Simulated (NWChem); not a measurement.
Basis-set convergence for H5BFN

```xyz
8

B      0.1964    -0.6635     0.0000
H      0.6438    -1.1484     1.0368
H      0.6438    -1.1484    -1.0368
F     -1.1809    -0.4672     0.0000
N      0.7986     0.8804     0.0000
H      0.4747     1.3883    -0.8250
H      1.8189     0.8801     0.0000
H      0.4747     1.3883     0.8250
```
Charge 0, spin multiplicity 1.

Everything below was run with NWChem. The geometry was optimised at PBE0/def2-SVP, a minimum by its harmonic frequencies.

Quantity: dipole moment at the level B3LYP.

B3LYP has NWChem's definition, with VWN1-RPA local correlation. The Pople sets run with spherical d functions. The structure started from a generated list of species.

```
basis        functions  dipole moment (D)
-----------  ---------  -----------------
6-31G*              52                ___
6-31+G*             64                ___
pcseg-1             67               5.86
def2-SVP            67               5.83
6-311G**            84               5.72
6-311++G**         101               5.73
aug-pcseg-1        114               5.55
def2-TZVPD         159               5.55
pcseg-2            160                ___
aug-cc-pVTZ        253               5.55
```

**Question.** Fill in the missing entries.

**Answer.** 
- 6-31G*, dipole moment (D): 5.76
- 6-31+G*, dipole moment (D): 5.79
- pcseg-2, dipole moment (D): 5.65
